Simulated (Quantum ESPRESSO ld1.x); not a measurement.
Problem. The mean radii <r> (bohr) of the occupied orbitals of an atom or ion are listed with their occupations. All-electron calculation, Dirac Kohn-Sham, LDA (Slater exchange, Perdew-Zunger correlation), spin-unpolarised, spherical densities, point nucleus. Program: ld1.x of Quantum ESPRESSO 7.5.

orbital      occ.      <r>
1s1/2           2  0.03520
2s1/2           2   0.1536
2p1/2           2   0.1308
2p3/2           4   0.1354
3s1/2           2   0.4295
3p1/2           2   0.4239
3p3/2           4   0.4345
3d3/2           4   0.4135
3d5/2           6   0.4170
4s1/2           2    1.103
4p1/2           2    1.207
4p3/2           4    1.238
4d3/2         1.6    1.767
4d5/2         2.4    1.785
5p1/2    0.333333    3.793
5p3/2    0.666667    3.879

Name the element and its charge. Open shells, if any, are shared by 2j + 1.

Solution. Z = 42, molybdenum, charge +1: Mo+ in [Kr] 4d4 5p1. The 1s radius gives Z: for a bare nucleus <r> = (2 gamma + 1)/(2Z) with gamma = sqrt(1 - (Z/c)^2), 0.03457 bohr for Z = 42, and screening makes it slightly larger (0.03520 here). The occupations add up to 41, and the charge is Z minus that.
